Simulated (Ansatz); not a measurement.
`[SH][AlH][Br]` + `O[SiH3]` → `[SiH3][O][AlH][Br]` + H₂S at 400 K and 1 bar (ligand exchange at the Al–S bond).

Isolated molecules relaxed with PBE0-D4/def2-TZVP in Ansatz; ΔE leaves out vibrations. CCSD(T)/CBS adds triple-zeta CCSD(T) − MP2 to the extrapolated MP2 energy (def2 sets, frozen cores). This one scheme is used for every species. For Br outer-core shells are correlated without core-valence functions, which leaves a few kJ/mol of doubt a bond. Scalar relativity is left out up to krypton. Each species was taken in one conformer, which may not be the lowest.

```json
{"species": "`[SH][AlH][Br]`", "CCSD(T)/CBS energy (Eh)": "-3214.41891", "H − E (kJ/mol)": "69.9", "S (J/(mol·K))": "338.2"}
{"species": "`O[SiH3]`", "CCSD(T)/CBS energy (Eh)": "-366.69042", "H − E (kJ/mol)": "120.0", "S (J/(mol·K))": "276.4"}
{"species": "`[SiH3][O][AlH][Br]`", "CCSD(T)/CBS energy (Eh)": "-3182.15432", "H − E (kJ/mol)": "131.5", "S (J/(mol·K))": "411.9"}
{"species": "H₂S", "CCSD(T)/CBS energy (Eh)": "-398.97279", "H − E (kJ/mol)": "53.4", "S (J/(mol·K))": "215.9"}
```

H − E and S are ideal-gas, rigid-rotor, harmonic terms from PBE0-D4/def2-TZVP, for one conformer and one mirror image of each species. 1 Eh = 2625.50 kJ/mol, R = 8.31446 J/(mol·K).

By hand: ΔE, ΔH, ΔS and ΔG.

ΔE = (-3182.15432) + (-398.97279) − (-3214.41891) − (-366.69042) = -0.01778 Eh = -46.7 kJ/mol. Δ(H − E) = 131.5 + 53.4 − 69.9 − 120.0 = -5.0, so ΔH = -51.7 kJ/mol. ΔS = 411.9 + 215.9 − 338.2 − 276.4 = 13.2 J/(mol·K). ΔG = -51.7 − 400 × (13.2)/1000 = -57.0 kJ/mol.

By hand: the equilibrium constant, and the temperature at which ΔG would vanish if ΔH and ΔS stayed fixed.

log₁₀ K = −ΔG/(RT ln 10) = 7.4. ΔH and −TΔS have one sign here, so there is no such temperature.

The number of gas molecules stays the same, so ΔS is small and ΔH decides. A doubt of 5 kJ/mol in ΔE shifts log₁₀ K by 0.7 here. Other conformers and mirror images would add mixing entropy, several J/(mol·K) or more a flexible species. Modes under 60 cm⁻¹, often nearly free rotors, make the harmonic entropy too high. These are equilibria of isolated gas molecules and say nothing of rates. Largest T1 diagnostic: 0.011 (customary marks: 0.02 for closed shells, 0.045 for open ones).
